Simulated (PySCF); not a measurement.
Atoms are numbered as in `[CH:1]#[C:2][C:3]1=[CH:4][CH:5]=[CH:6][Si@@H:7]1[C:8]#[N:9]`; H(Xn) means a hydrogen on atom n.

[PySCF 2.14.0 with density-fitted response routines: shielding tensors at PBE0/pcSseg-1 (GIAO); geometry from GFN2-xTB; relativity neglected; no solvent; single conformer]

Referencing at the same level of theory: 13C (σref 186.93), 1H (σref 31.72), 29Si (σref 349.16) against TMS; 15N (σref 267.73) against NH3.

```json
{"atoms": "C5", "nucleus": "13C", "count": "1", "Hirshfeld charge": "-0.03", "δ (ppm)": "?"}
{"atoms": "H(C5)", "nucleus": "1H", "count": "1", "Hirshfeld charge": "0.06", "δ (ppm)": "7.43"}
{"atoms": "H(Si7)", "nucleus": "1H", "count": "1", "Hirshfeld charge": "-0.04", "δ (ppm)": "4.89"}
{"atoms": "Si7", "nucleus": "29Si", "count": "1", "Hirshfeld charge": "0.41", "δ (ppm)": "-51.1"}
{"atoms": "C3", "nucleus": "13C", "count": "1", "Hirshfeld charge": "-0.08", "δ (ppm)": "129.5"}
{"atoms": "H(C4)", "nucleus": "1H", "count": "1", "Hirshfeld charge": "0.06", "δ (ppm)": "?"}
{"atoms": "C1", "nucleus": "13C", "count": "1", "Hirshfeld charge": "-0.10", "δ (ppm)": "101.6"}
{"atoms": "C2", "nucleus": "13C", "count": "1", "Hirshfeld charge": "-0.05", "δ (ppm)": "?"}
{"atoms": "H(C1)", "nucleus": "1H", "count": "1", "Hirshfeld charge": "0.09", "δ (ppm)": "3.63"}
{"atoms": "H(C6)", "nucleus": "1H", "count": "1", "Hirshfeld charge": "0.05", "δ (ppm)": "5.94"}
{"atoms": "C4", "nucleus": "13C", "count": "1", "Hirshfeld charge": "-0.02", "δ (ppm)": "163.9"}
{"atoms": "C8", "nucleus": "13C", "count": "1", "Hirshfeld charge": "-0.03", "δ (ppm)": "120.5"}
{"atoms": "N9", "nucleus": "15N", "count": "1", "Hirshfeld charge": "-0.19", "δ (ppm)": "367.9"}
{"atoms": "C6", "nucleus": "13C", "count": "1", "Hirshfeld charge": "-0.14", "δ (ppm)": "?"}
```

Question: Estimate the values marked ?.

Answer: 
- C5: 160.3 ppm, alkene CH; the olefinic region
- C6: 130.2 ppm, alkene CH; an sp2 carbon of a C=C bond
- C2: 86.2 ppm, alkyne carbon; the triple bond shields along its axis, which puts it between sp3 and sp2 carbons
- H(C4): 7.47 ppm, hydrogen on an alkene CH; a vinylic proton, deshielded by the sp2 carbon and the C=C anisotropy

Shifts are as computed. Against solution values, carbons near 30 ppm lie about +3 ppm off and those near 130 ppm about +5 ppm. Of 1309 compounds with measured shifts, 239 miss one by over three times the rms of a fit or turn the order of signals round; such compounds aren't used in these exercises. Experimental scales use liquid or dissolved standards, which lie at an offset from isolated NH3 (liquid NH3: subtract about 20 ppm). Unscaled 15N shifts of sp2 nitrogen come out 20 to 40 ppm too high even then.
